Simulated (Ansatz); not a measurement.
One change: `[F][Zn][Br]` becomes `[Cl][Zn][Br]`.

Ansatz, PBE0-D4/def2-TZVP geometries, multiplicity 1. 

Scalar relativity is left out up to krypton.

```tsv
property	`[F][Zn][Br]`
size of the dipole moment (ωB97M-V/def2-TZVPP) / D	0.89
size of the dipole moment (PBE/def2-TZVPP) / D	0.96
HOMO–LUMO gap (PBE/def2-TZVPP) / eV	4.80
zero-point energy (PBE0-D4/def2-TZVP) / kJ/mol	7.4
LUMO energy (PBE0/def2-TZVPP) / eV	-1.85
HOMO–LUMO gap (B3LYP/def2-TZVPP) / eV	6.41
```

Problem. Give the same properties after the change, and the shifts. (An estimate is asked.)

Solution. Ansatz gave: 
```
                                          property  `[Cl][Zn][Br]`  shift
size of the dipole moment (ωB97M-V/def2-TZVPP) / D            0.24  -0.65
    size of the dipole moment (PBE/def2-TZVPP) / D            0.31  -0.65
               HOMO–LUMO gap (PBE/def2-TZVPP) / eV            4.84   0.04
    zero-point energy (PBE0-D4/def2-TZVP) / kJ/mol             5.6   -1.8
                LUMO energy (PBE0/def2-TZVPP) / eV           -1.71   0.14
             HOMO–LUMO gap (B3LYP/def2-TZVPP) / eV            6.43   0.02
```

Dipoles are sizes alone; their direction can turn.

B3LYP here is the variant with VWN-RPA as its local correlation; programs differ in this.

Spin–orbit coupling is left out; it splits and shifts lone-pair levels of the heavy atoms by tenths of an eV.
